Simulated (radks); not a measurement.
Spherical quantum dot in the effective-mass picture: electrons in a parabolic well V = omega^2 r^2 / 2 with omega = 0.732, all in effective atomic units (hartree* = m*/eps^2 hartree, bohr* = eps/m* bohr), one dielectric constant everywhere. Method: non-relativistic Kohn-Sham, PBEsol, spin-polarised, spherical densities; computed with a radial shooting solver with Libxc functionals. Levels are named by radial order and angular momentum (1s, 1p, 1d, 2s, ...), and open shells are averaged over m.

N = 24, configuration 1s2 1p6 1d10 2s2 1f(up 4, down 0). This is the lowest configuration that the search found. Occupied and some empty levels:

level,occupation,eigenvalue (hartree*),<r> (bohr*)
1s up,1,9.5148,2.170
1s down,1,9.5333,2.124
1p up,3,9.7893,2.655
1p down,3,9.8195,2.625
1d up,5,10.114,2.987
1d down,5,10.151,2.970
2s up,1,10.217,2.514
2s down,1,10.242,2.531
1f up,4,10.482,3.246
1f down,0,10.524,3.238
2p up,0,10.639,2.821
2p down,0,10.664,2.831
1g up,0,10.889,3.464
1g down,0,10.932,3.463
2d up,0,11.085,3.108
2d down,0,11.112,3.113

Energy (hartree*): total 153.191, kinetic 14.854, external 56.236, Hartree 91.151, exchange-correlation -9.0498.

Electron density:

r (bohr*),n(r) (e/bohr*^3)
0.267,0.1617
0.713,0.1409
1.16,0.1194
1.60,0.1134
2.05,0.1210
2.50,0.1239
2.94,0.1057
3.39,0.06934
3.83,0.03300
4.28,0.01098
4.73,0.002562
5.17,0.0004217
5.62,0.00004880
